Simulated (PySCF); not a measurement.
## Rhodium: a sound run and one with changed settings

Sound run: Rh⁺ [Kr] 4d8, Rh²⁺ [Kr] 4d7. Computed with PySCF 2.14 in x2c-TZVPall, with the spin-free X2C one-electron Hamiltonian (Gaussian nucleus). In the sound run the correlated levels freeze [Kr]. The sound run starts from symmetry-adapted Hartree-Fock orbitals and uses a fine grid where one is needed.

Changed run: basis STO-3G, all-electron and non-relativistic. This setting is unsound on purpose.

```csv
species,method,sound run (hartree),changed run (hartree),converged
Rh⁺,UHF,-4780.95532,-4639.36397,yes
Rh⁺,MN15,-4786.42098,-4637.72743,yes
Rh⁺,PBE,-4782.91770,-4640.55058,yes
Rh⁺,MP2,-4781.12044,-4639.36481,yes
Rh²⁺,UHF,-4780.36136,-4639.12579,yes
Rh²⁺,MN15,-4785.74456,-4637.42913,yes
Rh²⁺,PBE,-4782.23849,-4640.25382,yes
Rh²⁺,MP2,-4780.47976,-4639.12607,yes
```

Ionisation energy of Rh⁺:

| method | sound run (eV) | changed run (eV) |
| --- | --- | --- |
| UHF | 16.162 | 6.481 |
| MN15 | 18.406 | 8.117 |
| PBE | 18.482 | 8.075 |
| MP2 | 17.434 | 6.496 |
| SCS-MP2 | 17.444 | 6.498 |

A minimal basis cannot let orbitals breathe on ionisation and holds almost no correlation. The Hamiltonian changed with the basis, so the totals do not compare.

For comparison, NIST gives 18.08 eV between the lowest levels.
